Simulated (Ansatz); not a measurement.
The same path of BrH + Cl4Ge (7 atoms, charge 0, multiplicity 1) was run twice with different band settings. Lost on the way: Ge1–Cl2, Br6–H7. Made: Ge1–Br6, Cl2–H7.

Method: RHF/def2-SVP in Ansatz.

Relaxed end points:

```xyz
7
Properties=species:S:1:pos:R:3
Ge 0.517 0.000 -0.234
Cl 0.418 0.000 1.896
Cl 2.555 0.000 -0.827
Cl -0.445 1.737 -0.978
Cl -0.445 -1.737 -0.978
Br -3.960 0.000 1.966
H -2.655 0.000 2.495
```

```xyz
7
Properties=species:S:1:pos:R:3
Ge -0.706 0.002 -0.896
Cl -0.406 -0.010 4.472
Cl 0.966 0.006 0.435
Cl -0.604 1.732 -2.126
Cl -0.602 -1.734 -2.116
Br -2.629 0.006 0.314
H -0.035 -0.003 3.255
```

Common settings: spring 5.0 eV/Å²; optimiser quadratic models (default); start path through a guess of the saddle point; force threshold 0.05 eV/Å; iteration limit 60; end points relaxed.

| run | movable images | climbing image |
| --- | --- | --- |
| 1 | 9 | yes |
| 2 | 4 | no |

(1) What does each run give, and how far can it be trusted?

Results:

(1) Run 1: converged after 13 iterations, highest image 2.436 eV above the first end. Neighbouring images differ by up to 1.4 eV, so the band resolves the path poorly. A vibrational analysis at the climbing image gives one clearly imaginary mode, 885i cm⁻¹: a first-order saddle point.
Run 2: converged after 29 iterations, highest image 2.471 eV above the first end. Neighbouring images differ by up to 2.2 eV, so the band resolves the path poorly. No image climbed, so the highest image needn't sit at the top of the path.
The orbitals stay closed-shell, which can raise the energy where a bond breaks towards radicals; this wasn't checked here.
